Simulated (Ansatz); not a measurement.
Ansatz (an electronic-structure program) input (B3LYP-D3(BJ)/def2-TZVP):

Ansatz 0.2 input:
```yaml
crystal:
  periodic: [false, false, false]
  atoms:
    - {symbol: Li, position_ang: [-1.02562525, -0.63876841, -0.86919036]}
    - {symbol: O, position_ang: [0.28597198, 0.13039418, 0.24605443]}
    - {symbol: H, position_ang: [0.78909988, 0.87315175, 0.63913559]}
basis:
  gaussian:
    orbitals: def2-TZVP
hamiltonian:
  xc: b3lyp
  dispersion: d3bj
total_charge: 1
magnetization: {spin_polarized: true, initial_magnetization: 1}
phonons: {temperatures: {t_min: 298.15, t_max: 298.15, t_step: 100}}
```

Output:

```
Functional definition: B3LYP
integrals: 0.01 GiB planned
324 factors; their error is unknown
mean field: 0.11 GiB planned
mean field evaluation 1: about -2250.3361 eV, gradient 5.9e1 eV
mean field evaluation 2: about -2238.1839 eV, gradient 7.7e1 eV
mean field evaluation 4: about -2261.1043 eV, gradient 2.0e-1 eV
mean field evaluation 8: about -2261.1048 eV, gradient 3.2e-3 eV
mean field evaluation 16: about -2261.1048 eV, gradient 1.8e-5 eV
mean field -2261.10478950 eV, -83.0940683823 hartree, gradient 2.6e-6 eV, S^2 0.752494; 1 other end points of the search recorded, 0 dependent functions left out
the calculation of the forces begins
reference -2261.10494985 eV, -83.0940742750 hartree; 6, 5 occupied and 45, 46 virtual orbitals, 324 factors
these checks for a lower state are left out or cut short: stability, starts, cluster_reference, orbital_swaps, neighbouring_geometries, increment
integrals: 0.01 GiB planned
324 factors; their error is unknown
mean field: 0.11 GiB planned
mean field evaluation 32: about -2261.1048 eV, gradient 8.5e-7 eV
mean field -2261.10477073 eV, -83.0940676926 hartree, gradient 8.5e-7 eV, S^2 0.752493; 0 other end points of the search recorded, 0 dependent functions left out
the calculation of the forces begins
reference -2261.10493101 eV, -83.0940735826 hartree; 6, 5 occupied and 45, 46 virtual orbitals, 324 factors
these checks for a lower state are left out or cut short: stability, starts, cluster_reference, orbital_swaps, neighbouring_geometries, increment
integrals: 0.01 GiB planned
324 factors; their error is unknown
mean field: 0.11 GiB planned
mean field -2261.10478652 eV, -83.0940682727 hartree, gradient 2.0e-6 eV, S^2 0.752495; 0 other end points of the search recorded, 0 dependent functions left out
the calculation of the forces begins
reference -2261.10494694 eV, -83.0940741680 hartree; 6, 5 occupied and 45, 46 virtual orbitals, 324 factors
these checks for a lower state are left out or cut short: stability, starts, cluster_reference, orbital_swaps, neighbouring_geometries, increment
integrals: 0.01 GiB planned
324 factors; their error is unknown
mean field: 0.11 GiB planned
mean field -2261.10478504 eV, -83.0940682185 hartree, gradient 1.2e-6 eV, S^2 0.752494; 0 other end points of the search recorded, 0 dependent functions left out
the calculation of the forces begins
reference -2261.10494537 eV, -83.0940741105 hartree; 6, 5 occupied and 45, 46 virtual orbitals, 324 factors
these checks for a lower state are left out or cut short: stability, starts, cluster_reference, orbital_swaps, neighbouring_geometries, increment
integrals: 0.01 GiB planned
324 factors; their error is unknown
mean field: 0.11 GiB planned
mean field -2261.10479130 eV, -83.0940684483 hartree, gradient 9.1e-7 eV, S^2 0.752494; 0 other end points of the search recorded, 0 dependent functions left out
the calculation of the forces begins
reference -2261.10495166 eV, -83.0940743416 hartree; 6, 5 occupied and 45, 46 virtual orbitals, 324 factors
these checks for a lower state are left out or cut short: stability, starts, cluster_reference, orbital_swaps, neighbouring_geometries, increment
integrals: 0.01 GiB planned
324 factors; their error is unknown
mean field: 0.11 GiB planned
mean field evaluation 64: about -2261.1047 eV, gradient 1.2e-6 eV
mean field -2261.10471855 eV, -83.0940657747 hartree, gradient 1.2e-6 eV, S^2 0.752490; 0 other end points of the search recorded, 0 dependent functions left out
the calculation of the forces begins
reference -2261.10487887 eV, -83.0940716666 hartree; 6, 5 occupied and 45, 46 virtual orbitals, 324 factors
these checks for a lower state are left out or cut short: stability, starts, cluster_reference, orbital_swaps, neighbouring_geometries, increment
integrals: 0.01 GiB planned
324 factors; their error is unknown
mean field: 0.11 GiB planned
mean field -2261.10471527 eV, -83.0940656543 hartree, gradient 1.1e-6 eV, S^2 0.752498; 0 other end points of the search recorded, 0 dependent functions left out
the calculation of the forces begins
reference -2261.10487564 eV, -83.0940715478 hartree; 6, 5 occupied and 45, 46 virtual orbitals, 324 factors
these checks for a lower state are left out or cut short: stability, starts, cluster_reference, orbital_swaps, neighbouring_geometries, increment
integrals: 0.01 GiB planned
324 factors; their error is unknown
mean field: 0.11 GiB planned
mean field -2261.10474596 eV, -83.0940667821 hartree, gradient 7.9e-7 eV, S^2 0.752491; 0 other end points of the search recorded, 0 dependent functions left out
the calculation of the forces begins
reference -2261.10490623 eV, -83.0940726719 hartree; 6, 5 occupied and 45, 46 virtual orbitals, 324 factors
these checks for a lower state are left out or cut short: stability, starts, cluster_reference, orbital_swaps, neighbouring_geometries, increment
integrals: 0.01 GiB planned
324 factors; their error is unknown
mean field: 0.11 GiB planned
mean field -2261.10474637 eV, -83.0940667972 hartree, gradient 1.7e-6 eV, S^2 0.752498; 0 other end points of the search recorded, 0 dependent functions left out
the calculation of the forces begins
reference -2261.10490680 eV, -83.0940726928 hartree; 6, 5 occupied and 45, 46 virtual orbitals, 324 factors
these checks for a lower state are left out or cut short: stability, starts, cluster_reference, orbital_swaps, neighbouring_geometries, increment
integrals: 0.01 GiB planned
324 factors; their error is unknown
mean field: 0.11 GiB planned
mean field evaluation 96: about -2261.1047 eV, gradient 1.0e-6 eV
mean field -2261.10473302 eV, -83.0940663067 hartree, gradient 1.0e-6 eV, S^2 0.752499; 0 other end points of the search recorded, 0 dependent functions left out
the calculation of the forces begins
reference -2261.10489346 eV, -83.0940722029 hartree; 6, 5 occupied and 45, 46 virtual orbitals, 324 factors
these checks for a lower state are left out or cut short: stability, starts, cluster_reference, orbital_swaps, neighbouring_geometries, increment
integrals: 0.01 GiB planned
324 factors; their error is unknown
mean field: 0.11 GiB planned
mean field -2261.10472051 eV, -83.0940658471 hartree, gradient 1.2e-6 eV, S^2 0.752489; 0 other end points of the search recorded, 0 dependent functions left out
the calculation of the forces begins
reference -2261.10488077 eV, -83.0940717363 hartree; 6, 5 occupied and 45, 46 virtual orbitals, 324 factors
these checks for a lower state are left out or cut short: stability, starts, cluster_reference, orbital_swaps, neighbouring_geometries, increment
integrals: 0.01 GiB planned
324 factors; their error is unknown
mean field: 0.11 GiB planned
mean field -2261.10475091 eV, -83.0940669641 hartree, gradient 1.0e-6 eV, S^2 0.752498; 0 other end points of the search recorded, 0 dependent functions left out
the calculation of the forces begins
reference -2261.10491136 eV, -83.0940728603 hartree; 6, 5 occupied and 45, 46 virtual orbitals, 324 factors
these checks for a lower state are left out or cut short: stability, starts, cluster_reference, orbital_swaps, neighbouring_geometries, increment
integrals: 0.01 GiB planned
324 factors; their error is unknown
mean field: 0.11 GiB planned
mean field -2261.10474424 eV, -83.0940667192 hartree, gradient 1.9e-6 eV, S^2 0.752490; 0 other end points of the search recorded, 0 dependent functions left out
the calculation of the forces begins
reference -2261.10490450 eV, -83.0940726083 hartree; 6, 5 occupied and 45, 46 virtual orbitals, 324 factors
Total energy: -2261.13582331 eV, -83.0952088536 hartree
Atom 0 at    -1.025625    -0.638768    -0.869190 Å, force     0.000023     0.000262    -0.000000 eV/Å
Atom 1 at     0.285972     0.130394     0.246054 Å, force     0.000360    -0.000346     0.000349 eV/Å
Atom 2 at     0.789100     0.873152     0.639136 Å, force    -0.000383     0.000084    -0.000349 eV/Å
Dipole moment:    -0.690558    -0.249487    -0.599238 e Å
Vibrations: 212.93 489.46 3661.93 cm⁻¹, zero-point energy 0.270553 eV
```
